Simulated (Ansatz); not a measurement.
`BCN[SiH3]` + `C[SiH](N)Cl` → `BN[SiH](C)Cl` + `CN[SiH3]`  (ligand exchange at a B–C bond)

Isolated molecules relaxed with PBE0-D4/def2-TZVP in Ansatz; ΔE leaves out vibrations. CCSD(T)/CBS adds triple-zeta CCSD(T) − MP2 to the extrapolated MP2 energy (def2 sets, frozen cores). Functionals use def2-TZVPP. One conformer a species, not always the lowest.

`BCN[SiH3]`:

```xyz
12

B     0.743   -1.543   -1.381
C    -0.016   -0.326   -0.808
N     0.121   -0.039    0.599
Si   -0.593    1.300    1.394
H     0.586   -1.828   -2.532
H     1.507   -2.183   -0.714
H    -1.076   -0.426   -1.096
H     0.332    0.512   -1.452
H     0.840   -0.566    1.064
H    -0.242    1.197    2.833
H    -0.128    2.621    0.872
H    -2.073    1.280    1.222
```

`C[SiH](N)Cl`:

Z-matrix (Å, degrees):
```
C
Si 1 1.853
H 1 1.092 2 110.6
H 1 1.092 2 110.4 3 120.5
H 1 1.093 2 110.6 3 -119.3
N 2 1.706 1 110.0 3 179.0
Cl 2 2.081 1 106.9 3 55.1
H 2 1.480 1 113.9 3 -60.4
H 6 1.008 2 119.7 1 169.1
H 6 1.008 2 120.0 1 -47.8
```

`BN[SiH](C)Cl`:

```xyz
12

B     0.167   -1.069    1.622
N    -0.715   -0.971    0.540
Si   -0.624    0.104   -0.822
C     0.923    1.112   -0.797
Cl   -2.263    1.359   -0.781
H     1.125   -0.353    1.666
H    -0.045   -1.871    2.485
H    -1.513   -1.593    0.552
H    -0.775   -0.687   -2.066
H     0.978    1.726    0.103
H     0.935    1.772   -1.668
H     1.806    0.471   -0.835
```

`CN[SiH3]`:

Cartesian coordinates in Å:
```
C 0.672 1.221 -0.103
N -0.092 0.221 0.611
Si -0.553 -1.278 -0.087
H 1.228 1.856 0.592
H 1.408 0.729 -0.744
H 0.062 1.871 -0.744
H -0.685 0.603 1.330
H 0.669 -1.966 -0.583
H -1.492 -1.181 -1.248
H -1.217 -2.076 0.976
```

```json
{"species": "`BCN[SiH3]`", "PBE-D4 energy (Eh)": "-411.72144"}
{"species": "`C[SiH](N)Cl`", "PBE-D4 energy (Eh)": "-845.86602"}
{"species": "`BN[SiH](C)Cl`", "PBE-D4 energy (Eh)": "-871.30286"}
{"species": "`CN[SiH3]`", "PBE-D4 energy (Eh)": "-386.33394"}
```

Question: Work out ΔE.

Answer: ΔE = (-871.30286) + (-386.33394) − (-411.72144) − (-845.86602) = -0.04934 Eh = -129.5 kJ/mol. CCSD(T)/CBS gives -133.3 kJ/mol.

Largest T1 diagnostic among the species: 0.011.

In def2-TZVPP, CCSD(T) changes the Hartree–Fock value by −5.6 kJ/mol (the triples alone add −1.7 kJ/mol) and MP2 by −6.4 kJ/mol.
